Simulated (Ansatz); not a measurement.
Species: BBrF, charge 0, doublet. BBrF (SMILES F[B]Br, doublet).
B3LYP-D3(BJ)/def2-TZVP minimum from Ansatz (a quantum-chemistry and plane-wave program):
```xyz
3

B     -0.8838     0.5363    -0.7152
F     -1.9875    -0.1459    -0.7869
Br     0.6373    -0.0391     0.3045
```
Charge 0, spin multiplicity 2.

Hartree-Fock and MP2 correlation energies in hartree (Ansatz). UHF or UKS for unpaired electrons; spin-orbit terms are left out. Cores are frozen in correlated methods (noble-gas shells, and filled d and f shells in the p block). No relativity. Spin-orbit terms, left out, reach several kcal/mol for Br and I, and more for heavier atoms.

```
basis    X        E(HF)  E(corr, MP2)
-------  -  -----------  ------------
cc-pVTZ  3  -2696.66497      -0.47888
cc-pVQZ  4  -2696.67793      -0.52489
cc-pV5Z  5  -2696.68071      withheld
```

Task: Fit E(corr) = E∞ + A/X³ to X = 3 and 4, predict X = 5, and compare with the run.

Result: A = (-0.47888 - (-0.52489))/(1/27 - 1/64) = 2.1488; E∞ = -0.52489 - A/64 = -0.55846; at X = 5, E∞ + A/125 = -0.54127. The run gave -0.54484, 3.57 mEh below the prediction. The same form on X = 4 and 5 gives E∞ = -0.56577, 7.31 mEh below the first estimate.
